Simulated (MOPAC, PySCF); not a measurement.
CH$_{4}$GeO, SMILES `O=[CH][GeH3]`, neutral singlet in the gas phase. 

Cartesian coordinates (Å):
```xyz
7

O      1.8645     0.9913    -0.0854
C      1.1964    -0.0073    -0.0654
Ge    -0.8196     0.0168     0.0448
H      1.6888    -1.0068    -0.1085
H     -1.3010     1.4714     0.0848
H     -1.3828    -0.7211    -1.1831
H     -1.2463    -0.7442     1.3129
```
Charge 0, spin multiplicity 1.

All levels are single points at this geometry (B3LYP-D3(BJ)/def2-TZVP); Pople sets use spherical d functions. Orbital energies aren't observables, and empty levels follow the basis.

PM7 in MOPAC gives dipole (D) = 2.37.

### Question
Estimate the dipole (D) from each of these levels: M06-2X/def2-TZVP in PySCF; B3LYP/6-31G* in PySCF; M06-2X/6-31G* in PySCF; HF/3-21G in PySCF; HF/6-31G* in PySCF; HF/STO-3G in PySCF; AM1 in MOPAC; PM6 in MOPAC.

### Answer

```json
[
 {"level": "M06-2X/def2-TZVP in PySCF", "dipole (D)": "2.27"},
 {"level": "B3LYP/6-31G* in PySCF", "dipole (D)": "1.97"},
 {"level": "M06-2X/6-31G* in PySCF", "dipole (D)": "2.12"},
 {"level": "HF/3-21G in PySCF", "dipole (D)": "2.52"},
 {"level": "HF/6-31G* in PySCF", "dipole (D)": "2.59"},
 {"level": "HF/STO-3G in PySCF", "dipole (D)": "1.68"},
 {"level": "AM1 in MOPAC", "dipole (D)": "1.96"},
 {"level": "PM6 in MOPAC", "dipole (D)": "2.52"}
]
```
